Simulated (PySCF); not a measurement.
Gas-phase reaction: 2 InCl + F2 ⇌ 2 InF + Cl2, at 1200 K and a standard pressure of 1 bar. Level: PBE/def2-TZVP†.

Energies from PySCF, thermal terms from the rigid-rotor harmonic-oscillator model, ideal gas at 1 bar. † marks an energy on the PBE0/def2-TZVP geometry and frequencies. All species are closed-shell singlets. In: scalar-relativistic def2 core potential, no spin-orbit coupling. The harmonic model lacks anharmonicity and excited electronic states, which grow with temperature; levels with a mode under 35 cm⁻¹ are left out.

```tsv
species	E (Ha)	H(1200 K) − E (kJ/mol)	S°(1200 K) (J/mol/K)
InCl	-650.24825	45.0	299.7
F2	-199.42211	46.3	248.8
InF	-289.99904	45.2	286.5
Cl2	-920.02099	45.3	272.8
```
E: electronic energy; H − E holds the zero-point and thermal terms. 1 Ha = 2625.5 kJ/mol.

### Question
Work out ΔH°, ΔS°, ΔG° and log10 K from these numbers.

### Answer
1. ΔE = 2×(-289.99904) + 1×(-920.02099) − 2×(-650.24825) − 1×(-199.42211) = -0.10046 Ha = -263.8 kJ.
2. Δ(H − E) = 2×(45.2) + 1×(45.3) − 2×(45.0) − 1×(46.3) = -0.6 kJ, so ΔH° = -264.4 kJ.
3. ΔS° = 2×(286.5) + 1×(272.8) − 2×(299.7) − 1×(248.8) = -2.4 J/K; the number of gas molecules stays the same.
4. ΔG° = ΔH° − TΔS° = -264.4 − 1200×(-2.4)/1000 = -261.5 kJ.
5. log10 K = −ΔG°/(RT ln 10) = 11.38, with RT ln 10 = 22.97 kJ/mol; at standard pressures the products are favoured.
6. A shift of 10 kJ in ΔE would move log10 K by 0.44 here.
For scale, ΔH°(298 K) is -265 kJ at this level, -272 kJ at ωB97M-V/def2-TZVP†, and runs from -371 to -215 kJ over the 18 levels computed.
